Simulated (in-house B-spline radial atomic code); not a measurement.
# Removing one electron from Au II (Au+)

Closed shell [Xe] 4f14 5d10. Computed with an all-electron radial atomic-structure program (B-spline basis): Koopmans values of Dirac-Hartree-Fock plus a diagonal self-energy, in second order or with its direct term screened (direct RPA, with the hole-particle interaction, or full time-dependent Hartree-Fock), linearised in energy; no-pair Dirac-Coulomb Hamiltonian, finite nucleus. Shifts add to the Koopmans value (the ΔSCF shift is orbital relaxation alone); the final value takes TDHF screening with Breit and QED.

Command:
```bash
python run_mb.py task.json out
```
Settings (nuclear radius in fm, box in bohr, cutoff in hartree):
```
basis_form          2
Z                   79
core_configuration  [Xe] 4f14 5d10
rms_radius          5.4371
mass_number         197
speed_of_light      137.036
box_radius          21.062
lmax                7
intervals           64
virtual_cutoff      24964.0
```

Time taken, with all properties: 5.1 min on 1 thread of Arm Neoverse V2, with other jobs on the host.

Energies in eV:

```csv
subshell,Koopmans,ΔSCF shift,second order,direct RPA,hole-particle,TDHF,Breit + QED,final
5d5/2,20.145,-1.619,?,?,?,?,?,?
5d3/2,21.906,-1.835,-0.901,0.039,-0.434,-0.465,-0.003,21.438
```

Question: What does the self-energy do to 5d5/2?

Answer: It shifts the removal energy by -0.677 eV in second order, 0.138 with direct RPA, -0.262 with the hole-particle term and -0.281 with TDHF screening (quasi-particle weight 0.895); Breit and QED add 0.021 eV. The final value is 19.885 eV, against 20.203 ± 0.025 eV (NIST, measured).
